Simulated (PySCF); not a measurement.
Sn(Et)(OH)2(OMe), SMILES [CH2](C)[Sn]([OH])([O]C)[OH] (C3H10O3Sn), singlet (GFN2-xTB optimised geometry):

```
17

C     -1.161    -3.223     1.180
C     -1.461    -1.791     1.543
Sn    -0.732    -0.386     0.000
O      1.246    -0.386     0.000
O     -1.217    -0.895    -1.842
O     -1.318     1.552     0.000
C     -0.835     2.545     0.861
H     -0.091    -3.391     1.097
H     -1.552    -3.877     1.960
H     -1.625    -3.498     0.237
H     -2.530    -1.604     1.627
H     -0.961    -1.494     2.463
H      1.625    -0.398    -0.879
H     -1.720    -0.218    -2.296
H     -1.157     3.498     0.437
H     -1.254     2.449     1.866
H      0.254     2.543     0.929
```

Level of theory: PBE0/def2-SVP, def2 effective core potentials past Kr run with PySCF.

Question: What are the frontier orbital energies and the dipole moment?

Answer: HOMO-2 -8.10 eV, HOMO-1 -7.58 eV, HOMO -7.27 eV, LUMO -0.74 eV, LUMO+1 0.84 eV; dipole moment 1.81 D.

On the same geometry PBE/def2-SVP, def2 effective core potentials past Kr in PySCF gives HOMO-2 -6.36 eV, HOMO-1 -6.02 eV, HOMO -5.60 eV, LUMO -1.67 eV, LUMO+1 0.02 eV; dipole moment 1.64 D.
